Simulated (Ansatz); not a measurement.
`CO[B]N` radical, charge 0, multiplicity 2.

Question: Give a relaxed structure at PBE0-D4/def2-TZVP (Ansatz). (An estimate is asked.)

Answer: The calculation gave: 
Z-matrix (Å, degrees):
```
C
O 1 1.411
H 1 1.093 2 111.4
H 1 1.093 2 109.1 3 120.6
H 1 1.093 2 109.1 3 -120.6
B 2 1.348 1 122.6 3 -0.2
N 6 1.392 2 122.9 1 -180.0
H 7 1.010 6 122.7 2 0.0
H 7 1.002 6 122.6 2 -180.0
```
Point group Cs.
This is one stationary point; other conformers may exist.
